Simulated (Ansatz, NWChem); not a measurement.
The same job for NWChem

This Ansatz 0.2.0 job computes C2H5BBr (SMILES CC[B]Br):

molecule.yaml:
```yaml
crystal:
  periodic: [false, false, false]
  atoms:
    - {symbol: C, position_ang: [-0.333800, 1.062300, 0.382300]}
    - {symbol: C, position_ang: [0.360600, -0.190200, -0.140300]}
    - {symbol: B, position_ang: [-0.509000, -1.460800, -0.282800]}
    - {symbol: Br, position_ang: [0.093400, -3.142500, -0.902300]}
    - {symbol: H, position_ang: [-1.157700, 1.356700, -0.270700]}
    - {symbol: H, position_ang: [-0.750900, 0.894600, 1.377200]}
    - {symbol: H, position_ang: [0.360300, 1.903300, 0.446800]}
    - {symbol: H, position_ang: [0.812400, -0.006600, -1.126800]}
    - {symbol: H, position_ang: [1.213300, -0.463000, 0.499600]}
basis:
  gaussian:
    orbitals: 3-21G-spherical.json
magnetization:
  spin_polarized: true
  initial_magnetization: 1
hamiltonian:
  xc: hf
accuracy: high
output:
  forces: true
  orbitals: {seedname: orbitals}
```

```bash
$ ansatz run molecule.yaml --threads 1 --pin off --max-ram 2610MiB --events-out events.jsonl --progress --plain --runs-dir runs
```

(Basis files named in the input come from the Basis Set Exchange and aren't shown.)

The coordinates come from a PBE0-D4/def2-TZVP relaxation. This is one conformer, not always the lowest.

It gives a total energy of -2662.776764 Eh.

Task: Write the same calculation for NWChem 7.3.0 as an input file of the program's own.

Result: This input was run:

m1.xyz:
```
9
C2H5BBr gradient
C     -0.333800     1.062300     0.382300
C      0.360600    -0.190200    -0.140300
B     -0.509000    -1.460800    -0.282800
Br     0.093400    -3.142500    -0.902300
H     -1.157700     1.356700    -0.270700
H     -0.750900     0.894600     1.377200
H      0.360300     1.903300     0.446800
H      0.812400    -0.006600    -1.126800
H      1.213300    -0.463000     0.499600
```

m1.nw:
```
START m1
TITLE "C2H5BBr gradient"
memory stack 880 mb heap 220 mb global 1100 mb
charge 0

GEOMETRY noautosym nocenter noautoz
  load m1.xyz
END

BASIS spherical bse
  C library 3-21G
  B library 3-21G
  Br library 3-21G
  H library 3-21G
END

SCF
  doublet
  uhf
  thresh 1e-08
  maxiter 80
  noprint "final vectors analysis"
END

TASK scf gradient
```

```bash
$ nwchem m1.nw > m1.out
```

Its energy is -2662.776764 Eh, the same as the first but for the last digit, at most.
